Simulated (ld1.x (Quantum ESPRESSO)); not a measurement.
**Before and after: ultrasoft potential for boron (B)**

B, ultrasoft, made with ld1.x (Quantum ESPRESSO) 7.5 (LDA (PZ), scalar-relativistic). Core [He], reference 2s2 2p1. Waves: 2s (bound): rcut 1.15, rcutus 1.30 bohr; 2s channel at 2.25 Ry: rcut 1.15, rcutus 1.30 bohr; 2p (bound): rcut 2.20, rcutus 2.50 bohr; 2p channel at 2.45 Ry: rcut 2.20, rcutus 2.50 bohr. Local part: all-electron potential smoothed inside 1.80 bohr (lloc = -1). Core correction: Bessel-smoothed model core inside 0.70 bohr. Augmentation charge: PSQ, inside the norm-conserving radii.

Change: all radii but the core radius scaled by about 0.87 (s 1.14, p 2.18 bohr, rcut 1.00/1.92); local potential all-electron potential smoothed inside 1.58 bohr (lloc = -1).

Cutoffs: the cutoffs (Ry, on a coarse ladder) from which the occupation-weighted sum of valence levels, in a spherical-Bessel basis at the reference potential, stays within 10 and 1 mRy of its value at 400 Ry; they do not see the model core or the augmentation charge, which bear on the density cutoff. Errors are all-electron minus pseudo energies relative to the spin-unpolarised reference configuration.

**Question.** How do hardness, ghosts and transferability respond?

**Answer.** The potential gets harder (15 Ry and 21 Ry → 21 Ry and 30 Ry); of the 9 tests that both files solve, the error grows in 2 and shrinks in 2 by more than 15 % and 0.3 meV (median size 10.0 → 10.4 meV); neither file shows a bound ghost. A smaller radius makes the pseudo-wave follow the all-electron one further in, where it bends more sharply, so more plane waves are needed.

```csv
quantity,base,changed
"cutoff, loose",15 Ry,21 Ry
"cutoff, tight",21 Ry,30 Ry
loose cutoff by channel (10 mRy a level),"s 10 Ry, p 10 Ry","s 18 Ry, p 10 Ry"
bound ghosts,none,none
"error for 2s2 2p0, meV [ΔE 8.33 eV]",-15,-12
"error for 2s1 2p0, meV [ΔE 33.63 eV]",-31,-28
"error for 2s2 2p0.5, meV [ΔE 2.94 eV]",-1.9,-1.3
"error for 2s1 2p2, meV [ΔE 5.69 eV]",+2.9,+4.5
"error for 2s2 2p1.3, meV [ΔE -0.77 eV]",0.0,0.0
"error for 2s1 2p1, meV [ΔE 14.28 eV]",+10,+10
"error for 2s0 2p3, meV [ΔE 11.40 eV]",+11,+18
"error for 2s2 2p1 (spin-polarised), meV [ΔE -0.23 eV]",-2.8,-3.1
"error for 2s1 2p0 (spin-polarised), meV [ΔE 32.90 eV]",-35,-33
lowest overlap eigenvalue by channel,"s 0.51, p 0.83","s 0.58, p 0.40"
```
